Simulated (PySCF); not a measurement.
First SCF of a structure search on doublet CoOF₂, at a hand-made trigonal pyramidal geometry. PySCF input:

```python
from pyscf import gto, scf, dft
mol = gto.M(atom='''
Co    -0.000000    -0.387500    -0.000000
O      1.511770     0.136480     0.000050
F     -0.636430     0.543570    -1.338180
F     -0.636350     0.543560     1.338140''',
    basis={'Co': 'def2-TZVP', 'O': 'def2-TZVP', 'F': 'def2-TZVP'},
    charge=0, spin=1)
mf = dft.UKS(mol, xc='PBE0')
mf.grids.atom_grid = (50, 194)
aux = {'Co': 'def2-universal-JKFIT', 'O': 'def2-universal-JKFIT', 'F': 'def2-universal-JKFIT'}
mf = mf.density_fit(auxbasis=aux)
mf.conv_tol = 1e-08
mf.diis_space = 10
mf.max_cycle = 60
mf.init_guess = 'minao'
mf.verbose = 4
mf.kernel()
```

Excerpt of the output (cycles alone); where DIIS stalls, ADIIS, DIIS with a small level shift and a second-order solver take over in turn:

```
init E= -1656.20783935434
cycle= 1 E= -1640.57900114386  delta_E= 15.6  |g|= 5.63  |ddm|= 7.92
cycle= 2 E= -1565.14589928808  delta_E= 75.4  |g|= 16.9  |ddm|= 14.1
cycle= 3 E= -1631.12259584512  delta_E=  -66  |g|=   10  |ddm|= 7.81
cycle= 4 E= -1633.11869914629  delta_E=   -2  |g|= 8.98  |ddm|= 3.56
cycle= 5 E= -1641.27295779312  delta_E= -8.15  |g|= 7.22  |ddm|= 4.59
cycle= 6 E= -1648.16563615621  delta_E= -6.89  |g|= 5.26  |ddm|= 4.47
cycle= 7 E= -1649.22997387865  delta_E= -1.06  |g|= 4.54  |ddm|= 2.02
cycle= 8 E= -1654.78215232313  delta_E= -5.55  |g|= 2.85  |ddm|= 1.33
cycle= 9 E= -1654.0386591337  delta_E= 0.743  |g|=  3.3  |ddm|= 0.268
cycle= 10 E= -1654.17228392375  delta_E= -0.134  |g|= 3.11  |ddm|= 0.397
cycle= 11 E= -1654.11098760178  delta_E= 0.0613  |g|= 3.11  |ddm|= 0.0466
cycle= 12 E= -1650.87694399397  delta_E= 3.23  |g|= 4.37  |ddm|= 3.18
cycle= 13 E= -1656.97199666682  delta_E= -6.1  |g|=  0.8  |ddm|= 2.96
... 21 lines left out ...
cycle= 35 E= -1657.20318856224  delta_E= -5.83e-06  |g|= 0.00049  |ddm|= 0.00766
cycle= 36 E= -1657.20319047298  delta_E= -1.91e-06  |g|= 0.000301  |ddm|= 0.00368
cycle= 37 E= -1657.20319140342  delta_E= -9.3e-07  |g|= 0.000246  |ddm|= 0.00225
cycle= 38 E= -1657.20319230645  delta_E= -9.03e-07  |g|= 0.00017  |ddm|= 0.00319
cycle= 39 E= -1657.2031925983  delta_E= -2.92e-07  |g|= 0.000118  |ddm|= 0.00233
cycle= 40 E= -1657.20319267036  delta_E= -7.21e-08  |g|= 0.000111  |ddm|= 0.000468
cycle= 41 E= -1657.20319272294  delta_E= -5.26e-08  |g|= 9.63e-05  |ddm|= 0.000499
cycle= 42 E= -1657.20319272685  delta_E= -3.91e-09  |g|= 9.72e-05  |ddm|= 0.000138
Extra cycle  E= -1657.20319278693  delta_E= -6.01e-08  |g|= 0.000112  |ddm|= 0.000354
converged SCF energy = -1657.20319278693  <S^2> = 0.8007987  2S+1 = 2.0501695
```

This is not the lowest solution: all starts ended here, but a stability analysis within the same unrestricted form found one 35.9 kJ/mol lower, at -1657.21688 Eh.

Other spin states or occupations of the open shell can lie lower.

The search for the lowest solution, 3 starts and the stability check together, took 77 s on 4 threads of a shared Arm Neoverse V1 host, with 138 basis functions; the process peaked at 0.59 GiB. Launch command: `OMP_NUM_THREADS=4 python axn.py task.json out`.
